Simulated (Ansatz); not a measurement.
Mulliken charges of ClFH2HfOSe (`[OH][Hf]([F])([Cl])[SeH]`) from r2SCAN/def2-TZVPP in Ansatz (PBE0-D4/def2-TZVP geometry).

| atom | x (Å) | y (Å) | z (Å) | charge (e) |
| --- | --- | --- | --- | --- |
| O1 | -1.723 | -0.649 | -0.295 | -0.437 |
| Hf2 | -0.121 | 0.326 | -0.078 | 1.037 |
| F3 | -0.285 | 1.666 | 1.255 | -0.331 |
| Cl4 | 0.529 | 1.369 | -2.080 | -0.284 |
| Se5 | 1.630 | -1.410 | 0.673 | -0.266 |
| H6 | -2.603 | -0.999 | -0.397 | 0.207 |
| H7 | 2.573 | -0.304 | 0.922 | 0.074 |

**Question.** By hand: the dipole of these point charges (1 e Å = 4.8032 D).

**Answer.** Σ q r = (-0.210, -0.173, 0.030) e Å, of length 0.274 e Å = 1.32 D.

**Question.** How does the dipole of the full density compare? (Best estimate.)

**Answer.** Computed: (-0.458, -0.187, 0.006) e Å, 2.38 D; the point charges give 0.55 times that, at 18° from its direction.

Point charges leave out the atoms' own dipoles, such as those of lone pairs, and Mulliken's split depends on the basis, so the two needn't agree.
